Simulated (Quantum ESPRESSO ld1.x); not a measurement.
Task: All-electron atom: S3+ in [He] 2s2 2p5 3s2 3p1 4f1 (not the ground configuration). Method: Dirac Kohn-Sham, revPBE, spin-unpolarised, spherical densities, point nucleus; open shells are shared between the two j in proportion to 2j + 1; computed with ld1.x of Quantum ESPRESSO 7.5. Some entries of the table are withheld. Estimate them.

orbital      occ.  eigenvalue (hartree)  <r> (bohr)  <r^2> (bohr^2)
1s1/2           2              -91.8454     0.09678         0.01260
2s1/2           2              -10.5730      0.4661          0.2576
2p1/2     1.66667               -8.6504      0.4233          0.2223
2p3/2     3.33333               -8.6003      0.4254          0.2243
3s1/2           2               -2.3612       1.401           2.238
3p1/2    0.333333                   (1)       1.484             (2)
3p3/2    0.666667                   (3)       1.489             (4)
4f5/2    0.428571               -0.4330         (5)             (6)
4f7/2    0.571429               -0.4330         (7)             (8)

Result: 
(1) 3p1/2 eigenvalue (hartree): -1.8916
(2) 3p1/2 <r^2> (bohr^2): 2.543
(3) 3p3/2 eigenvalue (hartree): -1.8852
(4) 3p3/2 <r^2> (bohr^2): 2.557
(5) 4f5/2 <r> (bohr): 4.227
(6) 4f5/2 <r^2> (bohr^2): 20.10
(7) 4f7/2 <r> (bohr): 4.228
(8) 4f7/2 <r^2> (bohr^2): 20.10
